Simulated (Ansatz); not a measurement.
Steps of a relaxation of ClFH4HfN2 (`[NH2][Hf]([NH2])([F])[Cl]`) with RKS PBE0-D4/def2-TZVP.

```sh
$ ansatz run in.yaml --threads 4 --pin off --events-out ev --progress --plain --max-ram 10444MiB
```

```yaml
crystal:
  periodic: [false, false, false]
  atoms:
    - {symbol: N, position_ang: [1.024020, 1.293610, -0.247120]}
    - {symbol: Hf, position_ang: [-0.463210, -0.029070, -0.480340]}
    - {symbol: N, position_ang: [-0.516860, -1.218490, 1.132320]}
    - {symbol: F, position_ang: [-0.289600, -1.398070, -1.772500]}
    - {symbol: Cl, position_ang: [-2.184700, 1.141140, -1.414100]}
    - {symbol: H, position_ang: [1.869140, 1.176220, 0.310040]}
    - {symbol: H, position_ang: [0.887970, 2.296950, -0.367970]}
    - {symbol: H, position_ang: [0.023630, -1.073060, 1.984410]}
    - {symbol: H, position_ang: [-0.350390, -2.189210, 0.855250]}
basis:
  gaussian: {orbitals: def2-TZVP}
hamiltonian: {xc: pbe0, dispersion: d4}
relax: {f_tol: 0.005, max_steps: 150}
```

Positions (Å) and forces (eV/Å) along the path, 14 of 18 steps:

```xyz
9
step=1 energy=-19590.5537 eV
N     1.024    1.294   -0.247    0.711    0.728    0.558
Hf   -0.463   -0.029   -0.480    0.582   -0.456   -0.262
N    -0.517   -1.218    1.132    0.640   -0.644    0.765
F    -0.290   -1.398   -1.772    0.495   -0.389   -0.452
Cl   -2.185    1.141   -1.414   -1.477    0.942   -0.262
H     1.869    1.176    0.310   -0.214   -0.057   -0.306
H     0.888    2.297   -0.368    0.065   -0.325   -0.169
H     0.024   -1.073    1.984   -0.453    0.035   -0.104
H    -0.350   -2.189    0.855   -0.349    0.166    0.233
9
step=4 energy=-19591.0021 eV
N     1.037    1.303   -0.244   -0.082    0.002   -0.004
Hf   -0.336   -0.144   -0.595    0.022    0.302   -0.151
N    -0.446   -1.259    1.089    0.051   -0.432    0.203
F     0.121   -1.284   -2.078   -0.056    0.084    0.273
Cl   -2.301    1.126   -1.003    0.051   -0.137    0.009
H     1.981    1.197    0.104   -0.050    0.024   -0.045
H     0.849    2.285   -0.423    0.082   -0.209    0.045
H    -0.301   -0.958    2.049   -0.040    0.030   -0.288
H    -0.604   -2.266    1.102    0.021    0.338   -0.042
9
step=5 energy=-19591.0151 eV
N     1.084    1.306   -0.229   -0.058    0.137   -0.002
Hf   -0.359   -0.065   -0.590    0.033   -0.266    0.261
N    -0.439   -1.249    1.049    0.031    0.239   -0.118
F     0.121   -1.283   -1.970    0.031   -0.072   -0.158
Cl   -2.436    0.994   -0.996   -0.012    0.098   -0.031
H     2.043    1.161    0.054   -0.063   -0.032   -0.021
H     0.929    2.297   -0.362    0.048    0.022    0.016
H    -0.343   -0.917    1.999    0.009   -0.073    0.009
H    -0.600   -2.244    1.046   -0.018   -0.053    0.042
9
step=7 energy=-19591.0339 eV
N     1.035    1.300   -0.203   -0.069   -0.068   -0.028
Hf   -0.355   -0.108   -0.598    0.089   -0.029   -0.081
N    -0.448   -1.246    1.068   -0.032    0.031    0.034
F     0.205   -1.270   -2.009   -0.027   -0.007    0.021
Cl   -2.383    1.017   -1.081   -0.034   -0.010    0.013
H     2.029    1.138   -0.142    0.060    0.034    0.011
H     0.853    2.292   -0.158    0.018    0.074    0.031
H    -0.191   -0.913    1.987    0.011   -0.043    0.005
H    -0.744   -2.210    1.136   -0.016    0.019   -0.006
9
step=8 energy=-19590.9871 eV rejected
N     1.035    1.303   -0.207    0.888    0.675    0.075
Hf   -0.347   -0.111   -0.602    0.063   -0.085   -0.102
N    -0.476   -1.232    1.076    0.039    0.045    0.244
F     0.257   -1.285   -1.987   -0.042    0.061    0.044
Cl   -2.384    0.989   -1.126   -0.003   -0.042    0.027
H     2.062    1.147   -0.326   -1.376    0.482    0.226
H     0.817    2.291    0.034    0.505   -1.147   -0.291
H    -0.132   -0.922    1.981   -0.105   -0.154   -0.225
H    -0.832   -2.178    1.158    0.031    0.166    0.001
9
step=9 energy=-19591.0347 eV
N     1.050    1.329   -0.227    0.055   -0.014    0.043
Hf   -0.334   -0.101   -0.599   -0.057    0.096   -0.052
N    -0.468   -1.232    1.063    0.059    0.059    0.100
F     0.179   -1.346   -1.954    0.044    0.040   -0.074
Cl   -2.384    0.992   -1.088    0.047   -0.042    0.014
H     2.052    1.192   -0.165   -0.080    0.010   -0.035
H     0.852    2.316   -0.103   -0.008   -0.113   -0.018
H    -0.144   -0.965    1.981   -0.028   -0.016    0.012
H    -0.804   -2.184    1.093   -0.031   -0.019    0.011
9
step=10 energy=-19591.0406 eV
N     1.044    1.315   -0.215    0.014   -0.022    0.004
Hf   -0.334   -0.112   -0.604    0.005    0.047   -0.046
N    -0.453   -1.235    1.069   -0.021   -0.035    0.089
F     0.202   -1.306   -1.998    0.009    0.024    0.008
Cl   -2.380    0.986   -1.085    0.013   -0.029    0.010
H     2.045    1.176   -0.173   -0.036    0.029   -0.019
H     0.842    2.300   -0.105    0.014   -0.057    0.007
H    -0.140   -0.949    1.987   -0.018   -0.033   -0.051
H    -0.826   -2.175    1.125    0.022    0.077   -0.002
9
step=11 energy=-19591.0478 eV
N     1.053    1.303   -0.215    0.047    0.019    0.007
Hf   -0.319   -0.117   -0.612   -0.052   -0.021   -0.058
N    -0.467   -1.207    1.079    0.018    0.008    0.011
F     0.239   -1.300   -2.007    0.023    0.007    0.018
Cl   -2.388    0.926   -1.110   -0.009    0.007    0.001
H     2.057    1.210   -0.293   -0.018    0.035   -0.017
H     0.827    2.256    0.037    0.031    0.005    0.007
H    -0.083   -0.963    1.981   -0.016   -0.022   -0.014
H    -0.918   -2.108    1.140   -0.024   -0.038    0.043
9
step=13 energy=-19591.0511 eV
N     1.059    1.302   -0.212   -0.034    0.004   -0.019
Hf   -0.325   -0.116   -0.608    0.085    0.016    0.037
N    -0.478   -1.212    1.084   -0.033    0.007   -0.030
F     0.276   -1.284   -1.996   -0.009    0.009    0.004
Cl   -2.399    0.912   -1.131    0.018   -0.013    0.012
H     2.053    1.232   -0.388   -0.074    0.022    0.011
H     0.846    2.239    0.108    0.037   -0.066   -0.014
H    -0.083   -0.969    1.980    0.008   -0.007    0.000
H    -0.949   -2.104    1.163    0.002    0.029   -0.001
9
step=14 energy=-19591.0526 eV
N     1.061    1.304   -0.217    0.077    0.073    0.013
Hf   -0.313   -0.121   -0.610    0.010    0.006    0.040
N    -0.486   -1.210    1.086   -0.039   -0.047    0.012
F     0.301   -1.278   -2.000    0.000   -0.001   -0.008
Cl   -2.397    0.885   -1.133    0.015   -0.009   -0.001
H     2.049    1.257   -0.443   -0.175    0.043    0.044
H     0.850    2.221    0.162    0.068   -0.146   -0.062
H    -0.061   -0.983    1.973   -0.013   -0.020   -0.023
H    -1.004   -2.076    1.181    0.057    0.101   -0.015
9
step=15 energy=-19591.0544 eV
N     1.060    1.301   -0.217    0.005   -0.005    0.002
Hf   -0.309   -0.126   -0.610    0.007    0.015   -0.003
N    -0.491   -1.201    1.090    0.003    0.004    0.016
F     0.313   -1.283   -1.997   -0.001    0.010   -0.003
Cl   -2.391    0.875   -1.151    0.000   -0.014    0.003
H     2.034    1.289   -0.490   -0.003   -0.001   -0.003
H     0.855    2.192    0.214    0.001   -0.008   -0.004
H    -0.036   -1.000    1.969   -0.007    0.001   -0.007
H    -1.036   -2.047    1.191   -0.005   -0.003   -0.001
9
step=16 energy=-19591.0546 eV
N     1.063    1.299   -0.217   -0.002    0.004    0.002
Hf   -0.307   -0.126   -0.610    0.034   -0.011    0.003
N    -0.493   -1.200    1.092   -0.002   -0.003    0.004
F     0.321   -1.272   -2.003   -0.005    0.003    0.008
Cl   -2.393    0.861   -1.148   -0.027    0.009   -0.008
H     2.031    1.292   -0.508    0.000   -0.001   -0.001
H     0.864    2.186    0.228    0.001   -0.003   -0.001
H    -0.042   -0.997    1.972    0.001   -0.001   -0.003
H    -1.044   -2.042    1.194    0.000    0.004   -0.003
9
step=17 energy=-19591.0547 eV
N     1.066    1.300   -0.216    0.006    0.011    0.001
Hf   -0.306   -0.124   -0.609   -0.009   -0.017   -0.008
N    -0.495   -1.198    1.093    0.009    0.003    0.006
F     0.322   -1.272   -2.001    0.001    0.005    0.006
Cl   -2.397    0.852   -1.153    0.000    0.003    0.000
H     2.031    1.298   -0.516   -0.003   -0.001    0.000
H     0.868    2.183    0.237    0.002   -0.002    0.000
H    -0.035   -1.004    1.970   -0.003   -0.001   -0.004
H    -1.054   -2.034    1.195   -0.003    0.000   -0.002
9
step=18 energy=-19591.0547 eV
N     1.065    1.300   -0.217    0.002    0.004    0.003
Hf   -0.306   -0.125   -0.609   -0.002   -0.001   -0.002
N    -0.494   -1.198    1.093   -0.001    0.003    0.004
F     0.325   -1.271   -2.001    0.000    0.001    0.000
Cl   -2.398    0.851   -1.154    0.002   -0.001    0.001
H     2.029    1.300   -0.521   -0.003   -0.001   -0.001
H     0.869    2.179    0.243    0.001   -0.002   -0.002
H    -0.033   -1.004    1.970    0.000   -0.001   -0.003
H    -1.058   -2.031    1.197    0.000   -0.001   -0.001
```

Run time 59 s (4 threads of an Arm Neoverse V2 on a shared host); peak host memory 0.5 GiB.
